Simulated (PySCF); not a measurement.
Numbering as in the mapped SMILES `[CH3:1]/[CH:2]=[CH:3]/[SiH2:4][C:5]([CH3:6])([CH3:7])[CH3:8]`. Each H is labelled by its parent atom.

One averaged value for each set of equivalent atoms, single conformer, no solvent model, relativity neglected. GIAO PBE0/pcSseg-1 shieldings; coordinates at the GFN2-xTB level; PySCF 2.14.0 with density-fitted response routines.

Chemical shifts δ = σref − σ; TMS for $^{13}$C, $^{1}$H, $^{29}$Si, all at this level.

```csv
atoms,nucleus,count,δ (ppm)
Si4,$^{29}$Si,1,-28.0
C5,$^{13}$C,1,21.2
H(C6)/H(C7)/H(C8),$^{1}$H,9,1.00
H(C3),$^{1}$H,1,6.07
H(Si4),$^{1}$H,2,?
C1,$^{13}$C,1,27.2
H(C1),$^{1}$H,3,?
C2,$^{13}$C,1,?
H(C2),$^{1}$H,1,6.48
C6/C7/C8,$^{13}$C,3,29.2
C3,$^{13}$C,1,129.7
```

Q: Complete the table.

A: 
- C2: 157.5 ppm, alkene CH; the olefinic region
- H(Si4): 4.12 ppm, hydrogen on a silicon bonded to 2 C
- H(C1): 2.05 ppm, hydrogen on an allylic methyl carbon; allylic position

Shifts are as computed. Against solution values, carbons near 30 ppm lie about +3 ppm off and those near 130 ppm about +5 ppm. Of 1211 compounds with measured shifts, 218 miss one by over three times the rms of a fit or turn the order of signals round; such compounds aren't used in these exercises.
